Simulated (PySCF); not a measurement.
Species: C6H8ClF.
Z-matrix (Å and degrees, PBE0-D3(BJ)/def2-SVP geometry), rows numbered from 1:
```
F 
C   1  1.3750
C   2  1.5070  1  109.99
C   3  1.5513  2  117.87  1  -170.75
C   4  1.5497  3   89.52  2   130.94
C   5  1.5047  4   88.05  3   -10.82
C   6  1.3291  3  132.04  2    41.02
Cl  7  1.7293  6  121.96  3  -174.53
H   2  1.1043  1  108.56  3   121.45
H   2  1.1039  1  108.37  3  -120.68
H   3  1.1043  2  109.08  1    60.29
H   4  1.1008  3  112.03  2    17.07
H   4  1.0984  3  116.47  2  -108.78
H   5  1.1008  4  117.64  3  -129.52
H   5  1.1026  4  113.35  3   103.15
H   7  1.0915  6  123.11  3     4.96
```

Jobs on this species (16 atoms, 70 electrons) with PySCF (density fitting). Hardware of each: an x86-64 server with one thread, no GPU, shared host. Other jobs ran on the host; a repeat could differ by tens of per cent or more.

Problem. Rank these jobs by wall time, shortest first.
A. PBE0-D3(BJ)/def2-SVP, grid level 1; geometry optimisation from a GFN2-xTB start; 156 basis functions
B. wB97X-D/def2-SVPD; 6 singlets by full TDDFT, polarisability, dynamic polarisability; 234 basis functions
C. PBE0/pcSseg-1, IEF-PCM acetone; shieldings, ring-centre shieldings, charges and field gradients; 183 basis functions

Solution. C (47 s), B (77 s), A (2.7 min).

All jobs:

```
                level and settings                                                              work  basis functions  SCF cycles  wall time
    PBE0/pcSseg-1, IEF-PCM benzene                                shieldings, ring-centre shieldings              183          14       42 s
    PBE0/pcSseg-1, IEF-PCM acetone   shieldings, ring-centre shieldings, charges and field gradients              183          14       47 s
wB97X-D/def2-SVPD, IEF-PCM benzene                          6 singlets by full TDDFT, polarisability              234          13       59 s
wB97X-D/def2-SVPD, IEF-PCM acetone                          6 singlets by full TDDFT, polarisability              234          13       62 s
                 wB97X-D/def2-SVPD  6 singlets by full TDDFT, polarisability, dynamic polarisability              234          13       77 s
PBE0-D3(BJ)/def2-SVP, grid level 1                       geometry optimisation from a GFN2-xTB start              156          64    2.7 min
```

Problem. What do all jobs in the table cost together?

Solution. About 7.5 min; the longest takes about 36 % of that, and about 3.9 times as long as the shortest.
